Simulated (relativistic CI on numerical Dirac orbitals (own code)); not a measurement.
## Forbidden transitions in La25+

Calculated at this level of theory: Dirac-Coulomb-Breit CI, orbitals from a KLI potential per configuration, QED by a radiative potential, unscaled Slater integrals (own radial code, finite nucleus).

Configuration list (outside the closed core [Ar] 3d10): 4s2 4p2, 4s 4p3, 4s2 4p 4d, 4p4, 4s 4p2 4d, 4s2 4p 4f, 4s 4p2 4f, 4p3 4d, 4s 4p 4d2, 4s2 4d 4f, 4p3 4f, 4s2 4d2, 4s 4d3, 4s 4d2 4f, 4p2 4d2, 4p 4d3, 4p 4d2 4f, 4s2 4f2, 4s 4d 4f2, 4s 4f3, 4p2 4f2, 4p 4d 4f2, 4p 4f3, 4s 4p 4d 4f. Double excitations out of closed p, d and f shells are left out; levels of such configurations are missing from the list, as are those of other unlisted configurations, and high levels can miss mixing partners.

| λ vac (nm) | Lower | Upper | Type | A (s⁻¹) | log gf |
| --- | --- | --- | --- | --- | --- |
| 18.186 | 4s 4p3 5S°_2 [6] | 4s2 4p 4d 3F°_4 [20] | E2 | 2.94e+03 | -6.88 |
| 28.148 | 4s 4p3 3D°_3 [9] | 4s2 4p 4d 3F°_4 [20] | M1 | 2.72e+03 | -6.54 |
| 39.661 | 4s2 4p2 3P_1 [2] | 4s2 4p2 1S_0 [5] | M1 | 2.02e+05 | -5.32 |
| 43.638 | 4s2 4p2 1D_2 [3] | 4s2 4p2 1S_0 [5] | E2 | 4.25e+03 | -6.92 |
| 50.247 | 4s2 4p2 3P_1 [2] | 4s2 4p2 3P_2 [4] | M1 | 6.00e+04 | -4.95 |
| 55.045 | 4s2 4p2 3P_0 [1] | 4s2 4p2 1D_2 [3] | E2 | 4.75e+02 | -6.97 |
| 56.807 | 4s2 4p2 1D_2 [3] | 4s2 4p2 3P_2 [4] | M1 | 5.37e+04 | -4.89 |
| 63.017 | 4s2 4p2 3P_0 [1] | 4s2 4p2 3P_1 [2] | M1 | 5.44e+04 | -5.01 |
| 72.073 | 4s2 4p 4d 3F°_3 [16] | 4s2 4p 4d 3F°_4 [20] | M1 | 4.27e+04 | -4.52 |
| 435.12 | 4s2 4p2 3P_1 [2] | 4s2 4p2 1D_2 [3] | M1 | 7.05e+01 | -6.00 |

Terms are leading LS components. Brackets give the number of a level in order of energy, since labels repeat. The list gives strong lines, with weight on those to low levels, among the lowest 200 of 2824 levels, so that lines to higher ones, which can be the strongest, are missing. Levels whose partners in the same complex of configurations lie outside the list can be far off, and so can their lines. Rates are taken at the computed energies, electric ones in the length gauge.

At this charge energies of transitions that change n are usually good to better than 1 %, and those within a shell (Δn = 0) to a few per cent.

LS names give the leading component of a level, which can be under half, so a name can repeat, a term be missing and a line seem to break the LS rules.
